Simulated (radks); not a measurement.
Spherical quantum dot in the effective-mass picture: electrons in a parabolic well V = omega^2 r^2 / 2 with omega = 0.176, all in effective atomic units (hartree* = m*/eps^2 hartree, bohr* = eps/m* bohr), one dielectric constant everywhere. Method: non-relativistic Kohn-Sham, PBE, spin-polarised, spherical densities; computed with a radial shooting solver with Libxc functionals. Levels are named by radial order and angular momentum (1s, 1p, 1d, 2s, ...), and open shells are averaged over m. Results are scaled to m* = 0.322 and eps = 9.5, for which hartree* = 97.09 meV and bohr* = 1.561 nm.

N = 7, configuration 1s2 1p(up 3, down 2). This is the lowest configuration that the search found. Occupied and some empty levels:

| level | occupation | eigenvalue (meV) | <r> (nm) |
|---|---|---|---|
| 1s up | 1 | 150.80 | 6.448 |
| 1s down | 1 | 151.64 | 6.364 |
| 1p up | 3 | 158.17 | 7.628 |
| 1p down | 2 | 159.20 | 7.617 |
| 1d up | 0 | 167.48 | 8.515 |
| 1d down | 0 | 168.53 | 8.532 |
| 2s up | 0 | 172.07 | 7.204 |
| 2s down | 0 | 172.53 | 7.210 |
| 1f up | 0 | 178.20 | 9.269 |
| 1f down | 0 | 179.22 | 9.299 |

Energy (meV): total 670.352, kinetic 73.084, external 251.06, Hartree 458.07, exchange-correlation -111.87.
